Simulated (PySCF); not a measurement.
Si(OH)4 cation (H4O4Si), SMILES O[Si](O)(O)O (connectivity only; charge and spin as stated), charge +1, multiplicity 2. The structure is a stationary point at ωB97X-D3(BJ)/def2-SVP. The spin state was assumed, not searched. The isomer is the one that the SMILES or the coordinates give; other isomers of the formula were not compared. The values are those of a single conformer.

Calculation: PySCF with ωB97X-D3(BJ)/def2-SVP.

Harmonic wavenumbers (cm⁻¹): 204, 247, 267, 279, 293, 314, 350, 441, 583, 599, 617, 634, 778, 783, 791, 1044, 1147, 3715, 3740, 3911, 3920. Rotational constants (GHz): 4.442, 4.167, 3.359; symmetry number 2.

Task: Work out the zero-point energy and the ideal-gas rigid-rotor harmonic-oscillator thermochemistry at 298.15 K and 1 atm.

Result: ZPE = ½ Σ hcν = ½ × 24655 cm⁻¹ = 147.47 kJ/mol. H − E(el) = 168.79 kJ/mol. Entropy in J/(mol K): translation 165.69, rotation 103.23, vibration 59.99, spin 5.76, total 334.67. G − E(el) = 69.01 kJ/mol. Cp = 116.96 J/(mol K).
